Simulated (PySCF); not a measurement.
Cost of excited-state runs on `C[C@H]1C[C@H](Cl)[CH2][GeH2]1`, C5H11ClGe

Molfile (atoms numbered from 1):
```
C5H11ClGe
     RDKit          3D

 18 18  0  0  0  0  0  0  0  0999 V2000
    2.1568   -0.4921    0.0344 C   0  0  0  0  0  0  0  0  0  0  0  0
    0.7907   -0.4941   -0.6365 C   0  0  1  0  0  0  0  0  0  0  0  0
   -0.3088   -0.9909    0.3117 C   0  0  0  0  0  0  0  0  0  0  0  0
   -1.6516   -0.4017   -0.0937 C   0  0  2  0  0  0  0  0  0  0  0  0
   -2.0149   -0.9392   -1.7540 Cl  0  0  0  0  0  0  0  0  0  0  0  0
   -1.5433    1.1098   -0.1441 C   0  0  0  0  0  0  0  0  0  0  0  0
    0.1262    1.3106   -1.1945 Ge  0  0  0  0  0  4  0  0  0  0  0  0
    2.4100   -1.4887    0.3952 H   0  0  0  0  0  0  0  0  0  0  0  0
    2.1677    0.1918    0.8823 H   0  0  0  0  0  0  0  0  0  0  0  0
    2.9250   -0.1757   -0.6684 H   0  0  0  0  0  0  0  0  0  0  0  0
    0.8309   -1.1544   -1.5054 H   0  0  0  0  0  0  0  0  0  0  0  0
   -0.0960   -0.6500    1.3290 H   0  0  0  0  0  0  0  0  0  0  0  0
   -0.3560   -2.0815    0.3251 H   0  0  0  0  0  0  0  0  0  0  0  0
   -2.4649   -0.7610    0.5418 H   0  0  0  0  0  0  0  0  0  0  0  0
   -1.4369    1.5037    0.8676 H   0  0  0  0  0  0  0  0  0  0  0  0
   -2.4316    1.5543   -0.5865 H   0  0  0  0  0  0  0  0  0  0  0  0
   -0.0971    1.5119   -2.6653 H   0  0  0  0  0  0  0  0  0  0  0  0
    0.9850    2.4536   -0.7152 H   0  0  0  0  0  0  0  0  0  0  0  0
  1  2  1  0
  2  3  1  0
  3  4  1  0
  4  5  1  0
  4  6  1  0
  6  7  1  0
  7  2  1  0
  1  8  1  0
  1  9  1  0
  1 10  1  0
  2 11  1  6
  3 12  1  0
  3 13  1  0
  4 14  1  1
  6 15  1  0
  6 16  1  0
  7 17  1  0
  7 18  1  0
M  END
```

PySCF with density fitting, on 1 thread of an Arm Neoverse V1, shared host. Command: `OMP_NUM_THREADS=1 python excited_run.py task.json out`

Q: How long does this run take, and how much memory?
- circular dichroism and optical rotation, wB97X-D/def2-SVPD; 16 states; writes grids

A: 
```
                                    run              level  basis functions  wall time  peak memory (GiB)
circular dichroism and optical rotation  wB97X-D/def2-SVPD              253    3.7 min                1.2
```
Times from a shared host are rough.
